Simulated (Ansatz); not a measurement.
Job for Ansatz (a quantum-chemistry and plane-wave program): R-CCSD(T)/aug-cc-pVDZ on HBr (SMILES Br) with ghost functions, monomers drawn apart or pushed together. The run froze 14 orbitals, filled d shells among them.

Ansatz 0.2 input:
```yaml
crystal:
  periodic: [false, false, false]
  atoms:
    - {symbol: Br, position_ang: [0.03478002, -0.31318779, 4.17932578]}
    - {symbol: H, position_ang: [0.03771456, -0.06720678, 2.77128167]}
basis:
  gaussian:
    orbitals: aug-cc-pVDZ
    ghost_atoms:
      - {symbol: C, position_ang: [0.04178921, 0.29991577, 0.66764628]}
      - {symbol: O, position_ang: [0.04410533, 0.49336441, -0.43862246]}
magnetization: {spin_polarized: false}
correlation: {method: ccsd_t, electrons: outside_noble_gas}
scf: {lower_state_search: off}
```

**Question.** Give the final energy of this run.

**Answer.** -2573.1277 hartree (reference determinant -2572.9738, T1 diagnostic 0.008).
